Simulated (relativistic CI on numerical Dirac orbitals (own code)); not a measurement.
## Electric-dipole lines of V18+

Method of calculation: Dirac-Coulomb-Breit CI, separate exchange-only KLI orbitals for each configuration, a model potential for QED, unscaled Slater integrals (own radial code, finite nucleus).

CI space (outside the closed core 1s2): 2s²2p, 2s2p², 2p³, 2p²3s, 2p²3p, 2p²3d, 2s²3s, 2s²3p, 2s²3d, 2s2p3s, 2s2p3p, 2s2p3d, 2s²4s, 2s²4p, 2s²4d, 2s²4f. Levels of other configurations are missing.

```
λ vac (nm)             Lower               Upper   A (s⁻¹)  log gf  S velocity/length
    1.5050  2s²2p ²P°3/2 [2]   2s2p3p ²D5/2 [38]  4.81e+12   -0.01               0.97
    1.5472   2s2p² ²D3/2 [6]  2s2p3d ²F°5/2 [67]  1.07e+13    0.36               1.00
    1.5496   2s2p² ²D5/2 [7]  2s2p3d ²F°7/2 [66]  8.69e+12    0.40               1.00
    1.5555   2s2p² ⁴P1/2 [3]  2s2p3d ⁴D°1/2 [44]  1.52e+13    0.04               0.99
    1.5555  2s²2p ²P°1/2 [1]    2s²3d ²D3/2 [20]  9.16e+12    0.12               0.99
    1.5559   2s2p² ⁴P1/2 [3]  2s2p3d ⁴D°3/2 [43]  9.65e+12    0.15               0.98
    1.5584   2s2p² ⁴P5/2 [5]  2s2p3d ⁴P°5/2 [51]  9.59e+12    0.32               0.97
    1.5611   2s2p² ⁴P5/2 [5]  2s2p3d ⁴D°7/2 [50]  1.48e+13    0.64               0.99
    1.5643   2s2p² ⁴P3/2 [4]  2s2p3d ⁴P°5/2 [42]  8.80e+12    0.29               0.98
    1.5709  2s²2p ²P°3/2 [2]    2s²3d ²D5/2 [21]  1.07e+13    0.37               0.99
    1.5812   2p³ ⁴S°3/2 [11]   2p²3d ⁴P3/2 [106]  1.48e+13    0.35               0.97
    1.5839   2p³ ⁴S°3/2 [11]   2p²3d ⁴P5/2 [104]  1.17e+13    0.42               0.98
    1.5874   2p³ ²D°5/2 [13]   2p²3d ²F7/2 [117]  2.14e+13    0.81               1.01
    1.5926   2s2p² ²D5/2 [7]  2s2p3d ²F°7/2 [56]  1.29e+13    0.59               1.02
    1.5941  2s2p² ²P3/2 [10]  2s2p3d ²D°5/2 [70]  1.29e+13    0.47               1.00
    1.5998   2p³ ²D°3/2 [12]   2p²3d ²D5/2 [111]  8.43e+12    0.29               0.99
    1.6004   2s2p² ²D3/2 [6]  2s2p3d ²F°5/2 [54]  7.02e+12    0.21               1.03
    1.6212   2p³ ²P°3/2 [15]   2p²3d ²F5/2 [119]  1.01e+13    0.38               0.99
    4.8498  2s²3d ²D3/2 [20]  2s²4f ²F°5/2 [131]  1.88e+12    0.60               0.92
    4.8606  2s²3d ²D5/2 [21]  2s²4f ²F°7/2 [132]  2.01e+12    0.75               0.92
```

Terms are leading LS components. Brackets give the number of a level in order of energy, since labels repeat. The list gives strong lines, with weight on those to low levels. Levels whose partners in the same complex of configurations lie outside the list can be far off, and so can their lines. Rates are taken at the computed energies, electric ones in the length gauge. A velocity-to-length ratio far from 1 marks an uncertain rate.

At this charge energies of transitions that change n are usually good to better than 1 %, and those within a shell (Δn = 0) to a few per cent.

LS names give the leading component of a level, which can be under half, so a name can repeat, a term be missing and a line seem to break the LS rules.
